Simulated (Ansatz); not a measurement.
A run for Ansatz (a first-principles code): U-B97M-V/def2-TZVPP on H3Ta (SMILES [TaH3]), 2S+1 = 3, a spin state set in the input, which need not be the lowest. Elements past Kr take the def2 small-core potentials; no spin–orbit coupling.

Ansatz 0.2 input:
```yaml
crystal:
  periodic: [false, false, false]
  atoms:
    - {symbol: Ta, position_ang: [-0.03446152, 0.01067393, -0.02226868]}
    - {symbol: H, position_ang: [-1.77615063, -0.14861305, -0.46228732]}
    - {symbol: H, position_ang: [0.65981670, -0.81046872, 1.40174382]}
    - {symbol: H, position_ang: [1.09280774, 1.01527312, -0.97323197]}
basis:
  gaussian:
    orbitals: def2-TZVPP
hamiltonian:
  xc: {name: B97M-V}
magnetization: {spin_polarized: true, initial_magnetization: 2}
```

The head of its log:

```
WARN ansatz: RAYON_NUM_THREADS=1 ignored (pool sized by the plan → 1); use --threads N
Functional definition: B97M-V
integrals: 0.04 GiB planned
514 factors; their error is unknown
mean field: 0.43 GiB planned
mean field evaluation 1: about -1595.1523 eV, gradient 1.2e1 eV
mean field evaluation 2: about -1596.1372 eV, gradient 4.4e0 eV
```

Give the final energy of this run.

-58.6782 hartree.
